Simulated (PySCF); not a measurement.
**19F chemical shifts**

- NMR shieldings at PBE0/pcSseg-1/GIAO
- GFN2-xTB structure
- program: PySCF
- no solvent model, one computed conformer, non-relativistic Hamiltonian, one averaged value for each set of equivalent atoms

Shieldings were converted by a linear fit to measured shifts: 19F (scatter 6.0 ppm rms, 7.0 ppm with the 5 outliers that the fit left out vs CFCl3, solution or neat liquid, with a term for F on sp3 carbon). Occasional misses reach two or three times the rms, and more in compound classes unlike the fitted ones.

Question: Give the 19F shifts of `C/C=C(/OC)C(=O)F`, `O=C1C[C@H](CCF)O1`, `CO[SiH2]CCCF`, `CO[SiH2]CCCF`, `CO[SiH2]CCCF`, `C#C[C@H](F)C(F)F`, `C/C(=C/CF)OC=O`.

Answer: 
```json
{"compound": "C/C=C(/OC)C(=O)F", "environment": "fluorine bonded to C", "δ (ppm)": "23.2"}
{"compound": "O=C1C[C@H](CCF)O1", "environment": "fluorine on an sp3 carbon", "δ (ppm)": "-220.2"}
{"compound": "CO[SiH2]CCCF", "environment": "fluorine on an sp3 carbon", "δ (ppm)": "-209.0"}
{"compound": "CO[SiH2]CCCF", "environment": "fluorine on an sp3 carbon", "δ (ppm)": "-209.0"}
{"compound": "CO[SiH2]CCCF", "environment": "fluorine on an sp3 carbon", "δ (ppm)": "-209.0"}
{"compound": "[CH:1]#[C:2][C@H:3]([F:4])[CH:5]([F:6])[F:7]", "environment": "F6: fluorine of a CF2 group", "δ (ppm)": "-120.0"}
{"compound": "[CH:1]#[C:2][C@H:3]([F:4])[CH:5]([F:6])[F:7]", "environment": "F7: fluorine of a CF2 group", "δ (ppm)": "-121.1"}
{"compound": "[CH:1]#[C:2][C@H:3]([F:4])[CH:5]([F:6])[F:7]", "environment": "F4: fluorine on an sp3 carbon", "δ (ppm)": "-192.9"}
{"compound": "C/C(=C/CF)OC=O", "environment": "fluorine on an sp3 carbon", "δ (ppm)": "-226.1"}
```

Question: Order these by 19F shift, lowest first.
A. O=C1C[C@H](CCF)O1
B. O=C1CCC[C@@H](F)O1
C. CO[SiH2]C(C)(C)F
D. O=C1CCOC[C@@H]1F
E. C/C=C(/OC)C(=O)F
F. CCOC(=O)/C=C\F

Answer: A (-220.2 ppm, fluorine on an sp3 carbon), D (-205.9 ppm, fluorine on an sp3 carbon), C (-175.7 ppm, fluorine on an sp3 carbon), B (-104.1 ppm, fluorine on an sp3 carbon), F (-88.9 ppm, vinylic fluorine), E (23.2 ppm, fluorine bonded to C).
